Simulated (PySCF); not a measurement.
**Correlation energy of Zn⁺ (zinc, charge +1)**

[Ar] 3d9 4s1 5s1, high-spin 4D determinant (an excited configuration). Computed with PySCF 2.14 in aug-cc-pVTZ-PP with ECP10MDF, with scalar relativity through the core potential. Frozen: 3s2 3p6; 11 electrons correlated.

| level | correlation energy (mhartree) |
| --- | --- |
| CCSD | -361.06 |
| (T) | -8.19 |
| CCSD(T) | -369.25 |

Diagnostics: T1 = 0.012, D1 = 0.0513, largest double amplitude 0.044.

Problem. Is a single reference adequate?

Solution. Yes: T1 lies below 0.03 and no double amplitude reaches 0.07.
